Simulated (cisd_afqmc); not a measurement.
Input (X2C-AFQMC/CISD/cc-pwCVTZ-DK; cisd_afqmc is a phaseless AFQMC code with CISD trial states that reads the integrals written by Ansatz): The .json basis holds the Basis Set Exchange's core-valence set for the 3d metal and cc-pVXZ-DK of the same size for its partners.

Ansatz 0.2 input:
```python
import cisd_afqmc

open("ham.yaml", "w").write("""\
crystal:
  periodic: [false, false, false]
  atoms:
    - {symbol: Cr, position_ang: [0.00000000, 0.00000000, 0.00000000]}
basis:
  gaussian:
    orbitals: cc-pwCVTZ-DK.json
total_charge: 1
magnetization: {spin_polarized: true, initial_magnetization: 5}
correlation: {method: ccsd, frozen_orbitals: {Cr: 5}, hamiltonian_folder: ham}
scf: {lower_state_search: full}
""")
rep = cisd_afqmc.ansatz("ham.yaml")
e_ccsd = rep["correlation"]["coupled_cluster"]["energy"]["hartree"]
out = cisd_afqmc.run("ham", e_ccsd, trial="CISD", walkers=100, populations=8, threads=8, dt=0.005, steps=40, early=36, settle=10, least=32,
    cut=5e-5, rank_cut=2e-4, target=0.0003, seconds=3000, seed=4, memory=12960, gpu=False)
```

Output:

```
orbitals 97, occupied [9, 4], factors 506 of 667, rank of the doubles 570 of 1164
E(HF) = -1049.437401
E(CCSD) on the cut factors = -1049.913313, shift to the whole factors 0.000003
Energy of the trial state on the determinant = -1049.913307
  tau behind 10.8 of longer steps, mean of the populations' last blocks
   2.0  -1049.92493
   4.0  -1049.92381
   6.0  -1049.92416
   8.0  -1049.92474
  10.0  -1049.92423
  12.0  -1049.92330
  14.0  -1049.92353
blocks 516 (1 outliers left out), error by blocks joined: 1: 0.00019, 2: 0.00021, 4: 0.00022, 8: 0.00026, 16: 0.00029
E(AFQMC/CISD) = -1049.92376 +/- 0.00029
```
